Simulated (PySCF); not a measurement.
Polarisability and C₆ of V(2+) (vanadium, charge +2)

[Ar] 3d3, high-spin 4F determinant. Computed with PySCF 2.14 in aug-cc-pVQZ-DK (9s8p6d4f3g2h, 140 functions), with scalar relativity by spin-free X2C-1e. Coupled (time-dependent) response in atomic units; α is the mean over directions.

| method | mean α (bohr³) | C₆ (like pair) | S(−4) |
| --- | --- | --- | --- |
| PBE0 | 4.624 | 13.94 | 15.28 |

S(−4) is the Cauchy moment in α(ω) = α(0) + S(−4) ω² + …

α(iu) at PBE0:

```
u (hartree)  α(iu) (bohr³)
          0          4.624
     0.0500          4.586
      0.100          4.481
      0.200          4.138
      0.300          3.743
      0.500          3.066
      0.750          2.466
       1.00          2.036
       1.50          1.451
       2.00          1.077
       3.00         0.6512
       5.00         0.3080
```

A single London oscillator, α(iu) = α/(1 + u²/ω²), gives C₆ = (3/4) ω α². Matching the computed C₆ needs ω = 4 × 13.94 / (3 × 4.624²) = 0.869 hartree.

For an ion, C₆ is the dispersion term alone; charge-induced terms of lower order in 1/R come first.
